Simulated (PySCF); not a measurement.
Spinor energies of Pd (palladium, neutral)

Start: [Kr] 4d9 5s1; 4d3/2 filled at m_j = -3/2, -1/2, +1/2, +3/2; 4d5/2 filled at m_j = -3/2, -1/2, +1/2, +3/2, +5/2; 5s1/2 filled at m_j = +1/2. Calculated with PySCF 2.14 in x2c-TZVPall-2c (8s9p7d1f, 77 functions): generalised Hartree-Fock with the X2C-1e Hamiltonian and a Gaussian nucleus; one run each with spin-orbit coupling (SO) switched off, then screened by Boettger's factors. This is a chosen level, not necessarily the ground level.

```csv
spinor shell,electrons,"ε, spin-free (eV)","ε, screened SO (eV)",weight of nominal j (screened SO),"rms radius, screened SO (bohr)"
1s1/2,2,-24479.1,-24477.3,1.000,0.0365
2s1/2,2,-3661.0,-3660.4,1.000,0.150
2p1/2,2,-3275.7,-3386.0,1.000,0.130
2p3/2,4,-3275.7,-3224.6,1.000,0.135
3s1/2,2,-698.96,-698.81,1.000,0.403
3p1/2,2,-569.09,-589.01,1.000,0.399
3p3/2,4,-569.09,-559.79,1.000,0.410
3d3/2,4,-363.24,-366.72,0.999,0.387
3d5/2,6,-363.24,-360.76,1.000,0.390
4s1/2,2,-108.58,-108.54,1.000,1.01
4p1/2,2,-69.093,-73.000,0.986,1.10
4d3/2,4,-12.691,-13.263,0.888,1.61
4d5/2,5,-12.691,-12.246,0.910,1.64
5s1/2,1,-6.478,-6.480,0.998,3.71
```

(1) Where does 4p3/2 lie, and what is the 4p spin-orbit splitting (screened SO)?

| quantity | spin-free | screened SO |
| --- | --- | --- |
| E (hartree) | -5042.32107 | -5043.18256 |
| M_J | 3 | 3 |
| ⟨J²⟩ | 12.009 | 12.009 |
| ⟨L²⟩ | 6.008 | 6.022 |
| ⟨S²⟩ | 2.001 | 2.015 |

Each row is a mean over spinors that exchange with the open shell spreads, by up to 4.871 eV (4p3/2).

Rows whose weight is well below 1 are mixtures of j = l ± 1/2: exchange outweighs spin-orbit coupling there, and the label is only the starting occupation.

Breit and QED terms are absent; they matter most for the inner s and p1/2 levels.

Densities and radii are taken from the X2C orbitals without a picture-change correction, which distorts them close to the nucleus.

Without spin-orbit coupling the j labels of p, d and f shells carry no meaning; the spin-free column gives the mean over the occupied spinors of each nl shell.

Answers

(1) At -67.228 eV, 5.772 eV above 4p1/2.
